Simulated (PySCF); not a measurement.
Species: C₅H₁₀OSi.
SMILES with atom numbers: `[CH2:1]=[C:2]([O:3][SiH3:4])[CH:5]1[CH2:6][CH2:7]1` (hydrogens: H8, H9 on C1; H10, H11, H12 on Si4; H13 on C5; H14, H15 on C6; H16, H17 on C7)

Cartesian coordinates in Å at the PBE0-D3(BJ)/def2-SVP level; atoms count from 1:
```xyz
17
C5H10OSi angstrom
C      0.5834    1.3544   -0.7954
C      0.5156    0.4171    0.1627
O      1.5700    0.0593    0.9378
Si     3.1303    0.6806    0.8640
C     -0.6980   -0.3638    0.5229
C     -1.7047   -0.7682   -0.5222
C     -2.0681    0.2629    0.4913
H      1.5034    1.8996   -1.0164
H     -0.2946    1.6044   -1.3912
H      3.8806   -0.0474    1.9196
H      3.1261    2.1483    1.1379
H      3.7337    0.4296   -0.4786
H     -0.5000   -1.0803    1.3239
H     -1.5065   -0.4414   -1.5468
H     -2.1487   -1.7638   -0.4425
H     -2.7684   -0.0051    1.2867
H     -2.1222    1.3073    0.1721
```

Level of theory: PBE0-D3(BJ)/def2-SVP geometry optimisation, gas phase in PySCF 2.14.0.

Take the most abundant isotopes and a rigid rotor. The values belong to one conformer with, in the numbering `[CH2:1]=[C:2]([O:3][SiH3:4])[CH:5]1[CH2:6][CH2:7]1`, C1–C2–O3–Si4 0°, C1–C2–C5–C6 34°.

(1) Give the principal moments of inertia and the rotational constants in MHz.

(2) What kind of rotor is it?

(3) Is it planar, by Δ = Ic − Ia − Ib?

(4) Give the other two planar moments, Paa and Pbb, and the rms extents of the mass along the axes.

(5) Predict some low-J microwave lines.

(6) Estimate the classical rotational partition function at 100 K, 200 K and 500 K.

Answers

(1) Ia = 80.49, Ib = 473.47, Ic = 508.36 u·Å²; 505379 MHz·u·Å²/I gives A = 6279, B = 1067, C = 994.1 MHz.

(2) A near-prolate asymmetric top; Ray's κ = -0.972.

(3) Not planar: Δ = Ic − Ia − Ib = -45.61 u·Å². For a rigid frame Δ = −2 Σ m c², so Σ m c² = 22.80 u·Å² lies off the ab plane: 9.47 from hydrogen and 13.33 from heavier atoms. The atom farthest from that plane is 1.29 Å away.

(4) Paa = Σ m a² = (Ib + Ic − Ia)/2 = 450.67 and Pbb = Σ m b² = (Ia + Ic − Ib)/2 = 57.69 u·Å². With the mass M = 114.05 u, the rms extents √(P/M) along a, b and c are 1.99, 0.71, 0.45 Å.

(5) The dipole components are |μa| = 0.15 D, |μb| = 0.03 D, |μc| = 0.00 D; the mirror of this Cs structure is the ab plane, so μc vanishes by symmetry and there are no c-type lines. Intensities carry the squares of the components, which stand as 1.00 : 0.04 (a : b). Some lines, for components of 0.1 D or more:

| type | branch | J(Ka,Kc) | MHz | lower level (cm⁻¹) |
| --- | --- | --- | --- | --- |
| a | Q | 3(1,2) ← 3(1,3) | 439 | 0.580 |
| a | Q | 4(1,3) ← 4(1,4) | 732 | 0.850 |
| a | R | 1(0,1) ← 0(0,0) | 2062 | 0.000 |
| a | R | 2(1,2) ← 1(1,1) | 4050 | 0.243 |
| a | R | 2(0,2) ← 1(0,1) | 4122 | 0.069 |
| a | R | 2(1,1) ← 1(1,0) | 4196 | 0.245 |
| a | R | 3(1,3) ← 2(1,2) | 6074 | 0.378 |
| a | R | 3(0,3) ← 2(0,2) | 6182 | 0.206 |
| a | R | 3(2,2) ← 2(2,1) | 6185 | 0.907 |
| a | R | 3(2,1) ← 2(2,0) | 6188 | 0.907 |
| a | R | 3(1,2) ← 2(1,1) | 6294 | 0.385 |
| a | R | 4(1,4) ← 3(1,3) | 8098 | 0.580 |
| a | R | 4(0,4) ← 3(0,3) | 8238 | 0.412 |
| a | R | 4(2,3) ← 3(2,2) | 8246 | 1.113 |
| a | R | 4(3,2) ← 3(3,1) | 8248 | 1.988 |
| a | R | 4(3,1) ← 3(3,0) | 8248 | 1.988 |
| a | R | 4(2,2) ← 3(2,1) | 8253 | 1.113 |
| a | R | 4(1,3) ← 3(1,2) | 8391 | 0.595 |

(6) Point group Cs, symmetry number σ = 1; q = (√π/σ)·√((kT/h)³/(ABC)), k/h = 20836.6 MHz/K: 65300 at 100 K, 185000 at 200 K, 730000 at 500 K.

PBE0-D3(BJ)/def2-SVP frequencies: not computed here. No vibrational averaging or centrifugal distortion is included, and the geometry carries the error of its method. A rigid rotor knows nothing of internal rotation, which can split or shift real lines.
